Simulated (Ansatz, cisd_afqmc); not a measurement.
System: HSeO, charge 0, doublet. HSeO (SMILES [O][SeH], doublet).
B3LYP-D3(BJ)/def2-TZVP minimum from Ansatz (a first-principles code):
```xyz
3

Se    -0.2157     0.0706     0.2048
H     -1.3302     0.1492    -0.8021
O      1.0829    -0.3188    -0.7703
```
Charge 0, spin multiplicity 2.

Total energies in cc-pVDZ, 13 correlated electrons, 15 frozen orbitals. UHF or UKS for unpaired electrons; spin-orbit terms are left out. Cores are frozen in correlated methods (noble-gas shells, and filled d and f shells in the p block). No relativity. The Monte Carlo rows (phaseless AFQMC, CISD trial, step 0.005/hartree) carry one-sigma bars that omit the constraint's bias. Outlying blocks are dropped, and bars are widened where a walk drifts. Over all cases where full CI ran beside it in this data, AFQMC minus full CI had a median of +0.1 mEh and passed +0.4 mEh in a tenth of the cases. The UHF reference of HOSe ([O][SeH], doublet) is spin-contaminated (<S^2> up to 0.03 over the pure value in the sets run).

```
method         program          energy (Eh)  minus CCSDTQ (mEh)
----------  ----------  -------------------  ------------------
HF              Ansatz          -2475.19075              317.20
MP2             Ansatz          -2475.46462               43.33
CCSD            Ansatz          -2475.49694               11.00
CCSD(T)         Ansatz          -2475.50556                2.39
CCSDT(Q)        Ansatz          -2475.50808               -0.14
CCSDTQ          Ansatz          -2475.50795                0.00
AFQMC/CISD  cisd_afqmc  -2475.5078 ± 0.0004           0.2 ± 0.4
```

Rough core times of Ansatz's runs on a shared machine: CCSD(T) under 20 s, CCSDT(Q) under 20 s, CCSDTQ 20 min.
